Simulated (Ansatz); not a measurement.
Born–Oppenheimer molecular dynamics of a periodic cell of 29 atoms, H$_{18}$CO$_{10}$ (contents 8 H2O + 1 HCOOH, density as packed 1.16 g/cm³ with natural masses). It starts from a partly relaxed structure (largest force component 0.50 eV/Å).

Computed with DFT PBE-D3(BJ), scalar-relativistic, plane waves, PAW in Ansatz. Settings: cutoff 420 eV, k mesh 1x1x1, fermi-dirac smearing 0.05 eV, no spin polarisation.

```
ensemble        : NVT, Langevin thermostat
time step       : 0.5 fs
steps asked     : 300
set temperature : 350 K
friction        : 0.02 /fs
masses          : H 2.014 u
seed            : 258014
```

Frames 0.5 fs apart, positions in Å, forces in eV/Å.

Velocities at 35.0 fs (Å/ps):

```
O 0.38 -1.48 -0.05
H -9.11 11.30 2.06
H 13.43 -0.41 -26.68
O -6.62 2.44 -5.51
H 4.71 23.61 -1.66
H 23.07 5.88 12.24
O -4.61 -0.34 -0.16
H -0.91 -1.85 15.08
H 6.04 12.13 -12.60
O 4.61 -0.22 -7.05
H -4.03 -2.63 14.29
H 16.57 11.02 -7.20
O 4.88 1.70 -0.94
H -1.32 -12.79 11.75
H 5.52 -6.15 9.43
O 1.03 -10.60 -1.86
H -2.08 6.64 -6.43
H -3.27 -7.60 8.66
O -2.09 4.44 0.89
H -1.20 -7.33 15.33
H 11.85 4.36 4.57
O -6.58 2.81 0.34
H 4.94 9.05 7.22
H -7.43 -9.92 -3.63
O 5.14 0.35 -0.19
C -6.81 -9.82 7.64
O 0.92 5.55 2.48
H 7.27 3.95 -9.35
H -9.45 -13.69 3.36
```

```xyz
29
Lattice="6.4848 0.0000 0.0000 0.0000 6.4848 0.0000 0.0000 0.0000 6.4848" Properties=species:S:1:pos:R:3:forces:R:3 time_fs=35.0 energy_less_start_eV=0.675 T=291
O 1.516 6.043 1.321 1.52 2.23 -0.41
H 0.923 5.334 1.490 -1.00 -1.47 0.06
H 2.273 5.809 0.743 -0.28 -0.32 0.11
O 6.280 3.837 4.755 -0.41 -0.36 -0.31
H 6.061 4.419 3.980 0.28 -0.17 -0.09
H 5.754 3.022 4.582 0.14 0.33 0.24
O 5.685 5.141 2.332 0.02 1.90 0.04
H 5.375 6.029 1.909 0.57 -0.41 0.45
H 5.094 4.596 1.829 -0.74 -1.35 -0.36
O 3.616 5.090 6.060 0.69 0.67 -0.38
H 4.283 5.429 5.415 -0.48 -0.03 0.72
H 3.442 4.200 5.744 -0.40 -0.68 -0.12
O 1.299 0.926 3.590 -0.46 0.58 0.72
H 0.642 1.607 3.367 0.17 0.07 0.02
H 1.455 0.510 2.716 0.33 -0.67 -0.68
O 5.096 0.972 4.849 -0.31 0.37 -0.04
H 5.674 0.410 4.327 0.90 -0.39 -0.17
H 4.381 1.150 4.228 -0.59 0.25 -0.25
O 2.054 2.804 5.744 -0.27 0.06 -0.06
H 1.192 3.253 5.438 0.40 -0.07 -0.08
H 2.025 1.925 5.332 -0.10 -0.39 -0.39
O 4.804 0.864 1.064 -0.25 0.49 0.18
H 4.433 1.699 1.452 0.10 -0.32 0.03
H 4.791 0.996 0.094 0.27 -0.30 0.21
O 1.751 3.285 1.636 -0.57 -1.00 -1.25
C 2.660 3.328 2.531 0.78 -0.66 0.01
O 3.828 2.916 2.469 -0.32 0.12 0.15
H 1.974 2.774 0.711 -0.04 0.94 0.35
H 2.224 3.758 3.414 0.06 0.60 1.28
29
Lattice="6.4848 0.0000 0.0000 0.0000 6.4848 0.0000 0.0000 0.0000 6.4848" Properties=species:S:1:pos:R:3:forces:R:3 time_fs=35.5 energy_less_start_eV=0.695 T=306
O 1.517 6.043 1.321 1.91 2.14 -0.69
H 0.918 5.338 1.492 -0.97 -1.48 0.03
H 2.280 5.809 0.730 -0.70 -0.24 0.43
O 6.277 3.838 4.753 -0.11 0.13 -0.24
H 6.064 4.431 3.979 0.24 -0.36 0.00
H 5.766 3.024 4.588 -0.14 0.01 0.08
O 5.683 5.141 2.332 0.16 1.90 0.18
H 5.375 6.028 1.917 0.53 -0.30 0.39
H 5.096 4.601 1.822 -0.83 -1.45 -0.44
O 3.619 5.090 6.056 0.43 0.75 0.01
H 4.281 5.428 5.423 -0.15 0.17 0.41
H 3.450 4.205 5.739 -0.47 -0.95 -0.19
O 1.301 0.927 3.589 -0.32 0.46 0.91
H 0.641 1.601 3.374 0.03 0.21 -0.06
H 1.458 0.507 2.721 0.34 -0.69 -0.80
O 5.096 0.967 4.848 -0.37 0.46 0.10
H 5.674 0.412 4.324 0.99 -0.50 -0.27
H 4.379 1.148 4.233 -0.62 0.26 -0.29
O 2.052 2.806 5.744 -0.12 0.02 0.03
H 1.192 3.249 5.445 0.27 0.00 -0.15
H 2.031 1.927 5.335 -0.12 -0.42 -0.41
O 4.801 0.865 1.063 -0.25 0.50 0.21
H 4.437 1.703 1.455 0.11 -0.35 -0.04
H 4.787 0.990 0.093 0.26 -0.25 0.26
O 1.753 3.285 1.636 -0.64 -1.02 -1.31
C 2.657 3.323 2.535 0.92 -0.63 -0.05
O 3.828 2.919 2.470 -0.38 0.11 0.19
H 1.977 2.777 0.706 -0.04 0.95 0.40
H 2.219 3.752 3.417 0.04 0.58 1.32
29
Lattice="6.4848 0.0000 0.0000 0.0000 6.4848 0.0000 0.0000 0.0000 6.4848" Properties=species:S:1:pos:R:3:forces:R:3 time_fs=36.0 energy_less_start_eV=0.722 T=298
O 1.517 6.043 1.320 2.14 1.96 -0.91
H 0.912 5.341 1.495 -0.85 -1.37 -0.03
H 2.286 5.809 0.717 -1.04 -0.18 0.71
O 6.274 3.839 4.750 0.20 0.63 -0.17
H 6.068 4.442 3.979 0.20 -0.54 0.08
H 5.778 3.026 4.593 -0.43 -0.33 -0.08
O 5.680 5.142 2.332 0.25 1.81 0.27
H 5.377 6.028 1.925 0.48 -0.18 0.32
H 5.098 4.605 1.815 -0.85 -1.48 -0.46
O 3.621 5.091 6.053 0.12 0.74 0.39
H 4.279 5.427 5.431 0.21 0.37 0.09
H 3.457 4.209 5.734 -0.52 -1.13 -0.24
O 1.304 0.928 3.588 -0.17 0.33 1.08
H 0.641 1.595 3.381 -0.11 0.35 -0.14
H 1.462 0.504 2.724 0.33 -0.69 -0.90
O 5.096 0.961 4.848 -0.37 0.49 0.19
H 5.674 0.412 4.319 1.01 -0.53 -0.31
H 4.377 1.147 4.237 -0.64 0.26 -0.33
O 2.051 2.808 5.745 0.05 -0.05 0.10
H 1.192 3.246 5.452 0.13 0.08 -0.21
H 2.036 1.929 5.337 -0.14 -0.42 -0.41
O 4.797 0.867 1.063 -0.23 0.44 0.24
H 4.441 1.706 1.458 0.09 -0.33 -0.08
H 4.784 0.983 0.091 0.25 -0.20 0.27
O 1.756 3.285 1.636 -0.70 -1.04 -1.38
C 2.653 3.318 2.539 1.02 -0.57 -0.06
O 3.829 2.922 2.473 -0.42 0.09 0.23
H 1.982 2.781 0.701 -0.05 0.95 0.44
H 2.212 3.746 3.420 0.05 0.54 1.32
29
Lattice="6.4848 0.0000 0.0000 0.0000 6.4848 0.0000 0.0000 0.0000 6.4848" Properties=species:S:1:pos:R:3:forces:R:3 time_fs=36.5 energy_less_start_eV=0.754 T=281
O 1.518 6.043 1.320 2.23 1.75 -1.04
H 0.907 5.342 1.498 -0.69 -1.21 -0.09
H 2.291 5.809 0.706 -1.29 -0.14 0.92
O 6.271 3.840 4.748 0.50 1.12 -0.08
H 6.073 4.453 3.979 0.16 -0.70 0.14
H 5.791 3.029 4.596 -0.71 -0.69 -0.23
O 5.677 5.143 2.332 0.26 1.61 0.30
H 5.378 6.027 1.934 0.42 -0.04 0.24
H 5.099 4.607 1.806 -0.79 -1.42 -0.42
O 3.623 5.091 6.049 -0.21 0.65 0.73
H 4.277 5.427 5.438 0.56 0.57 -0.24
H 3.464 4.212 5.729 -0.55 -1.24 -0.27
O 1.306 0.929 3.588 -0.02 0.20 1.20
H 0.640 1.589 3.387 -0.25 0.48 -0.22
H 1.465 0.501 2.728 0.32 -0.69 -0.95
O 5.095 0.955 4.846 -0.34 0.47 0.22
H 5.676 0.412 4.315 0.97 -0.52 -0.31
H 4.374 1.147 4.240 -0.63 0.26 -0.36
O 2.049 2.811 5.745 0.24 -0.14 0.16
H 1.192 3.243 5.460 -0.03 0.16 -0.29
H 2.042 1.929 5.339 -0.16 -0.39 -0.41
O 4.794 0.868 1.062 -0.19 0.34 0.23
H 4.445 1.708 1.460 0.05 -0.27 -0.10
H 4.780 0.977 0.090 0.24 -0.16 0.29
O 1.758 3.285 1.636 -0.77 -1.05 -1.45
C 2.650 3.312 2.543 1.12 -0.48 0.00
O 3.829 2.924 2.475 -0.46 0.07 0.26
H 1.986 2.786 0.697 -0.05 0.94 0.47
H 2.205 3.741 3.424 0.08 0.48 1.27
29
Lattice="6.4848 0.0000 0.0000 0.0000 6.4848 0.0000 0.0000 0.0000 6.4848" Properties=species:S:1:pos:R:3:forces:R:3 time_fs=37.0 energy_less_start_eV=0.781 T=280
O 1.520 6.044 1.319 2.16 1.49 -1.10
H 0.902 5.341 1.501 -0.48 -0.98 -0.16
H 2.293 5.809 0.696 -1.43 -0.11 1.06
O 6.268 3.842 4.746 0.78 1.58 0.02
H 6.078 4.463 3.979 0.11 -0.83 0.18
H 5.803 3.031 4.599 -0.96 -1.03 -0.37
O 5.674 5.143 2.332 0.21 1.32 0.26
H 5.378 6.026 1.943 0.36 0.12 0.15
H 5.099 4.608 1.795 -0.66 -1.28 -0.29
O 3.625 5.092 6.046 -0.54 0.51 1.05
H 4.276 5.428 5.445 0.90 0.76 -0.54
H 3.470 4.214 5.724 -0.56 -1.29 -0.28
O 1.308 0.930 3.588 0.14 0.03 1.25
H 0.639 1.584 3.393 -0.39 0.61 -0.28
H 1.467 0.497 2.729 0.30 -0.65 -0.95
O 5.094 0.950 4.845 -0.30 0.44 0.21
H 5.679 0.412 4.310 0.89 -0.47 -0.28
H 4.371 1.147 4.242 -0.59 0.24 -0.36
O 2.047 2.812 5.745 0.42 -0.22 0.22
H 1.192 3.241 5.467 -0.17 0.22 -0.36
H 2.048 1.929 5.342 -0.19 -0.35 -0.40
O 4.791 0.870 1.062 -0.15 0.24 0.25
H 4.450 1.709 1.461 0.01 -0.19 -0.11
H 4.777 0.970 0.089 0.24 -0.11 0.27
O 1.761 3.285 1.636 -0.86 -1.04 -1.49
C 2.647 3.306 2.546 1.19 -0.37 0.11
O 3.829 2.926 2.477 -0.50 0.06 0.29
H 1.990 2.792 0.695 -0.04 0.91 0.47
H 2.197 3.736 3.429 0.13 0.40 1.19
29
Lattice="6.4848 0.0000 0.0000 0.0000 6.4848 0.0000 0.0000 0.0000 6.4848" Properties=species:S:1:pos:R:3:forces:R:3 time_fs=37.5 energy_less_start_eV=0.798 T=282
O 1.522 6.046 1.318 1.97 1.17 -1.09
H 0.898 5.339 1.504 -0.23 -0.70 -0.24
H 2.292 5.809 0.686 -1.50 -0.09 1.15
O 6.264 3.844 4.745 1.01 1.98 0.12
H 6.082 4.472 3.979 0.06 -0.94 0.20
H 5.815 3.032 4.602 -1.17 -1.33 -0.48
O 5.671 5.144 2.332 0.12 0.94 0.18
H 5.378 6.024 1.952 0.28 0.30 0.05
H 5.097 4.607 1.785 -0.47 -1.09 -0.12
O 3.628 5.093 6.043 -0.85 0.31 1.30
H 4.276 5.430 5.452 1.19 0.92 -0.81
H 3.476 4.213 5.720 -0.54 -1.23 -0.26
O 1.310 0.932 3.588 0.28 -0.13 1.23
H 0.637 1.579 3.399 -0.49 0.70 -0.34
H 1.471 0.492 2.730 0.26 -0.58 -0.88
O 5.093 0.944 4.842 -0.23 0.37 0.13
H 5.683 0.411 4.303 0.75 -0.37 -0.21
H 4.368 1.149 4.243 -0.52 0.21 -0.35
O 2.045 2.814 5.745 0.56 -0.31 0.25
H 1.192 3.240 5.473 -0.29 0.26 -0.42
H 2.053 1.929 5.344 -0.23 -0.29 -0.38
O 4.787 0.871 1.062 -0.09 0.09 0.33
H 4.455 1.710 1.461 -0.04 -0.08 -0.10
H 4.775 0.963 0.091 0.23 -0.06 0.18
O 1.763 3.284 1.636 -0.94 -1.00 -1.49
C 2.644 3.301 2.549 1.21 -0.26 0.22
O 3.829 2.929 2.479 -0.52 0.03 0.32
H 1.991 2.800 0.692 -0.01 0.85 0.46
H 2.188 3.730 3.435 0.19 0.31 1.07
29
Lattice="6.4848 0.0000 0.0000 0.0000 6.4848 0.0000 0.0000 0.0000 6.4848" Properties=species:S:1:pos:R:3:forces:R:3 time_fs=38.0 energy_less_start_eV=0.804 T=270
O 1.524 6.047 1.317 1.73 0.87 -1.05
H 0.892 5.337 1.506 0.01 -0.40 -0.32
H 2.289 5.808 0.677 -1.52 -0.08 1.20
O 6.262 3.847 4.743 1.18 2.24 0.22
H 6.087 4.479 3.980 0.02 -1.01 0.19
H 5.824 3.032 4.604 -1.30 -1.54 -0.57
O 5.668 5.146 2.331 0.03 0.53 0.10
H 5.379 6.021 1.960 0.20 0.51 -0.05
H 5.095 4.605 1.776 -0.29 -0.89 0.06
O 3.630 5.093 6.040 -1.07 0.09 1.43
H 4.278 5.434 5.457 1.36 1.00 -0.96
H 3.481 4.212 5.715 -0.51 -1.10 -0.23
O 1.312 0.935 3.588 0.40 -0.30 1.14
H 0.635 1.575 3.405 -0.55 0.74 -0.40
H 1.476 0.485 2.731 0.20 -0.46 -0.75
O 5.092 0.939 4.840 -0.11 0.24 -0.03
H 5.689 0.408 4.295 0.55 -0.21 -0.07
H 4.364 1.150 4.244 -0.43 0.17 -0.32
O 2.044 2.815 5.746 0.68 -0.37 0.26
H 1.191 3.241 5.479 -0.38 0.28 -0.48
H 2.057 1.928 5.347 -0.26 -0.22 -0.36
O 4.784 0.872 1.062 -0.02 -0.09 0.42
H 4.459 1.708 1.461 -0.11 0.07 -0.07
H 4.772 0.957 0.093 0.22 -0.01 0.05
O 1.765 3.283 1.635 -1.01 -0.94 -1.42
C 2.641 3.295 2.552 1.18 -0.13 0.32
O 3.829 2.932 2.482 -0.51 0.01 0.35
H 1.992 2.811 0.689 0.03 0.77 0.43
H 2.181 3.725 3.442 0.25 0.21 0.92
```

Of the whole run (150 fs, mean temperature of the second half 308 K): The mean temperature of the second half is 12 % below the set value. A run of 0.15 ps of so small a system gives no equilibrium averages. Limits of this set-up: coarse k mesh.

Time of the run: 8 min on 1 thread of Arm Neoverse V1 (shared host), peak memory 0.35 GiB.
